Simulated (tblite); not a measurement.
C5H8F2Si.
Cartesian coordinates in Å at the GFN2-xTB level; atoms count from 1:
```
atom  x, y, z in Å
C1    -2.2314    1.9955    0.8993
C2    -1.4500    1.1050    0.7313
C3    -0.4889    0.0401    0.4969
C4    -1.1562   -1.1008   -0.2724
C5     0.7229    0.6097   -0.2625
Si6    2.1485   -0.6089   -0.4884
F7     2.4072   -1.3855    0.8888
F8     3.5123    0.2075   -0.6763
H9    -2.9222    2.7683    1.0609
H10   -0.1548   -0.3369    1.4710
H11   -1.4533   -0.7663   -1.2644
H12   -2.0448   -1.4413    0.2548
H13   -0.4698   -1.9386   -0.3744
H14    1.0937    1.4818    0.2857
H15    0.3782    0.9838   -1.2291
H16    2.1012   -1.6043   -1.5329
```

Level: GFN2-xTB in tblite, geometry and Hessian alike; calculated harmonic values, unscaled, isolated species. This tight-binding method is rough: wavenumbers can miss measured ones by several per cent, in bad cases by 10 to 20. Modes of hydrogen on silicon can be 10 to 20 % off. One conformer, not necessarily the lowest.

Harmonic wavenumbers (cm⁻¹): 30.6, 61.4, 92.4, 147.9, 183.5, 197.1, 229.9, 254.3, 281.2, 362.0, 446.8, 476.5, 631.1, 657.4, 664.0, 667.3, 756.6, 774.9, 853.9, 870.4, 874.7, 964.0, 1020.6, 1088.5, 1127.4, 1190.5, 1231.3, 1293.7, 1323.1, 1409.0, 1463.1, 1490.6, 1498.4, 2291.4, 2427.9, 2916.0, 2950.4, 2980.5, 3030.6, 3032.0, 3040.9, 3395.0.

A = 3410, B = 824.9, C = 751.8 MHz; mass 134.036 u (most abundant isotopes); point group C1, symmetry number 1.

Task: What is the zero-point energy?

Result: ½Σν̃ = 25339 cm⁻¹ = 72.45 kcal/mol.

Task: Give the ideal-gas entropy at 350 K and 1 bar in the rigid-rotor, harmonic-oscillator model (classical rotation).

Result: Translation 41.41, rotation 29.89, vibration 36.78: S = 108.1 cal/(mol K).

Task: And Cp and H(350 K) − H(0)?

Result: Cp = 42.27 cal/(mol K), of which vibrations give 34.32 (their classical limit is 42 R = 83.5); H(350 K) − H(0) = 9.24 kcal/mol without the zero-point energy, 6.46 from vibrations.

Task: Blend soft modes into free rotors: weight 1/[1 + (100 cm⁻¹/ν̃)⁴] for the oscillator and the rest for a rotor with moment μB/(μ + B), μ = h/(8π²ν), B = 10⁻⁴⁴ kg m². What vibrational entropy results?

Result: 33.25 cal/(mol K) in place of 36.78, which changes −T·S at 350 K by +1.24 kcal/mol.

Task: How do the functions run with temperature in this model?

Result: 
```json
{"T (K)": "100", "S (cal/(mol K))": "71.5", "Cp (cal/(mol K))": "19.8", "H − H(0) (kcal/mol)": "1.37", "G − H(0) (kcal/mol)": "-5.78", "ln q(vib)": "2.22"}
{"T (K)": "200", "S (cal/(mol K))": "88.3", "Cp (cal/(mol K))": "29.3", "H − H(0) (kcal/mol)": "3.84", "G − H(0) (kcal/mol)": "-13.82", "ln q(vib)": "5.12"}
{"T (K)": "300", "S (cal/(mol K))": "101.9", "Cp (cal/(mol K))": "38.2", "H − H(0) (kcal/mol)": "7.23", "G − H(0) (kcal/mol)": "-23.34", "ln q(vib)": "7.89"}
{"T (K)": "500", "S (cal/(mol K))": "124.9", "Cp (cal/(mol K))": "52.4", "H − H(0) (kcal/mol)": "16.38", "G − H(0) (kcal/mol)": "-46.10", "ln q(vib)": "13.09"}
{"T (K)": "800", "S (cal/(mol K))": "152.7", "Cp (cal/(mol K))": "65.4", "H − H(0) (kcal/mol)": "34.21", "G − H(0) (kcal/mol)": "-87.91", "ln q(vib)": "20.11"}
{"T (K)": "1000", "S (cal/(mol K))": "167.9", "Cp (cal/(mol K))": "71.0", "H − H(0) (kcal/mol)": "47.88", "G − H(0) (kcal/mol)": "-120.00", "ln q(vib)": "24.31"}
```

q(vib) and H(0) count from the zero-point level.

Hindered rotation and anharmonicity are outside this model. Other conformers, if any are populated, would add a mixing term that is left out. The structure is chiral; the term R ln 2 for an equal mix with its mirror image is left out.
